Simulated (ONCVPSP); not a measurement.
## Configuration tests for cerium (Ce) (ONCV)

ONCVPSP 4.0.1 input, shortened (lines: element, Z, core and valence counts, functional; n l f; lmax; l rc ep ncon nbas qcut; lloc lpopt rc5 dvloc0; l nproj debl; icmod fcfact rcfact), LDA (Perdew-Wang 92), scalar-relativistic:

```
  Ce 58.00    9    5  -001012      upf
    1    0    2.00
    2    0    2.00
    2    1    6.00
    3    0    2.00
    3    1    6.00
    3    2   10.00
    4    0    2.00
    4    1    6.00
    4    2   10.00
    4    3    1.00
    5    0    2.00
    5    1    6.00
    5    2    1.00
    6    0    2.00
    3
    0    2.55    0.00    4    8    4.30
    1    2.25    0.00    4    8    6.70
    2    3.65    0.00    3    8    4.20
    3    1.55    0.00    4    8   13.30
    4    5    1.20    1.00
    0    2    2.70
    1    2    0.60
    2    1    1.10
    3    2    0.60
    3    6.00    1.75
```

In the p channel the program set the typed energies aside and used -0.856, 0.250 Ha.

Energies are relative to the spin-unpolarised reference configuration 4f1 5s2 5p6 5d1 6s2; without spin polarisation the order of configurations can differ from experiment.

| valence configuration | charge | ΔE all-electron (eV) | error AE − PS (meV) |
| --- | --- | --- | --- |
| 4f1 5s2 5p6 5d1 6s1 | +1 | 6.265 | -2.7 |
| 4f1 5s2 5p6 5d1 6s0 | +2 | 17.606 | -15 |
| 4f1 5s2 5p6 5d0 6s0 | +3 | 36.940 | -18 |

Question: What are ΔE and the potential's error for 4f1 5s2 5p6 5d1.5 6s1.5?

Answer: ΔE = 0.408 eV all-electron; the error (AE − PS) is -3.0 meV.

Note: ghosts flagged at negative energy: s at -64.9 eV; GHOST(+) flagged for p at 93.1 eV. A true bound ghost makes a file unfit for plane-wave use.
